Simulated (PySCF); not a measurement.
**State search for BeO**

Unrestricted PBE0; basis Be x2c-SVPall, O x2c-SVPall; spin-free X2C with a Gaussian nucleus; PySCF 2.14. Outer shells of the fragments: Be 2s2; O 2s2 2p4.

Followed along the bond (rough minima from three points):

| 2Ms+1 | unpaired | ⟨S²⟩ at the start | R at minimum (Å) | Te (eV) |
| --- | --- | --- | --- | --- |
| 1 | none | 0.00 | 1.34 | 0.00 |
| 3 | σ ↑, π ↑ | 2.00 | 1.50 | 0.64 |
| 1 | σ ↓, π ↑ | 1.01 | 1.50 | 0.68 |
| 3 | σ ↑↑ | 2.00 | 1.44 | 1.91 |

Solutions found at the starting distance of 1.560 Å, counted from the lowest of them; the search is not exhaustive and high or unbound solutions are not listed, so other states can lie among these:

```json
{"2Ms+1": "3", "unpaired": "σ ↑, π ↑", "term": "³Π", "E (eV)": "0.00", "⟨S²⟩": "2.00", "⟨Lz²⟩": "1.01", "μ (D)": "-1.45"}
{"2Ms+1": "1", "unpaired": "σ ↓, π ↑", "term": "mixed", "E (eV)": "0.04", "⟨S²⟩": "1.01", "⟨Lz²⟩": "1.01", "μ (D)": "-1.42"}
{"2Ms+1": "1", "unpaired": "none", "term": "¹Σ⁺", "E (eV)": "0.12", "⟨S²⟩": "0.00", "⟨Lz²⟩": "0.00", "μ (D)": "-6.12"}
{"2Ms+1": "3", "unpaired": "σ ↑↑", "term": "³Σ⁺", "E (eV)": "1.40", "⟨S²⟩": "2.00", "⟨Lz²⟩": "0.00", "μ (D)": "-1.06"}
{"2Ms+1": "3", "unpaired": "π ↑↑", "term": "mixed", "E (eV)": "3.49", "⟨S²⟩": "2.01", "⟨Lz²⟩": "2.00", "μ (D)": "-3.88"}
{"2Ms+1": "3", "unpaired": "π ↑↑", "term": "mixed", "E (eV)": "3.84", "⟨S²⟩": "2.01", "⟨Lz²⟩": "2.00", "μ (D)": "-4.02"}
```

A term symbol is given only where ⟨S²⟩ and ⟨Lz²⟩ are close to those of a pure state; real π, δ and φ orbitals otherwise mix terms. A positive dipole means Be(−)O(+).

**Question.** Compare the gap between the two lowest followed solutions at the starting distance with the gap between their minima.

**Answer.** At PBE0 the second solution (triplet, unpaired electrons σ ↑, π ↑) lies -0.12 eV from the first (singlet, closed shell) at 1.560 Å and +0.64 eV at the minima; the two curves relax by different amounts, since their minima lie near 1.50 and 1.34 Å.

The measured ground state is X ¹Σ+ (Huber and Herzberg, Constants of Diatomic Molecules (1979)).

Counting both spins, an empty level lies below a filled one in some of these solutions, because spin and occupation are held.
